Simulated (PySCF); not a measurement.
A GIAO shielding run with PySCF 2.14.0 with density-fitted response routines (density fitting, non-relativistic, gas phase) on `n1nc(C=C)sc1C`, C₅H₆N₂S:

```
$ OMP_NUM_THREADS=1 python probes_run.py task.json out

{"job": {"kind": "nmr", "xc": "PBE0", "basis": "pcSseg-1"}, "charge": 0, "multiplicity": 1}
C     -3.219170     0.095620    -0.137765
C     -2.144195    -0.351161     0.503541
C     -0.803272    -0.098148     0.046138
N     -0.475701     0.570564    -1.007440
N      0.823203     0.663452    -1.214484
C      1.551341     0.073949    -0.334632
C      3.028376     0.036704    -0.348076
S      0.602913    -0.706353     0.922413
H     -4.213121    -0.105305     0.221951
H     -3.119959     0.674047    -1.039717
H     -2.226804    -0.933259     1.410849
H      3.426399     0.490198     0.558989
H      3.380199    -0.993344    -0.393218
H      3.389111     0.582563    -1.215695
```

Hardware: 1 thread of an Arm Neoverse V1, shared host. The job also computes population analyses, field gradients, ring-centre shieldings.

**Question.** How large is the calculation?

**Answer.** 66 electrons, 173 basis functions and 908 auxiliary functions.

**Question.** How long does it take, and how much memory does it need?

**Answer.** 22 s of wall time, with 14 SCF cycles and 5 response iterations; peak memory 0.77 GiB. Times on a shared host scatter by some tens of per cent.
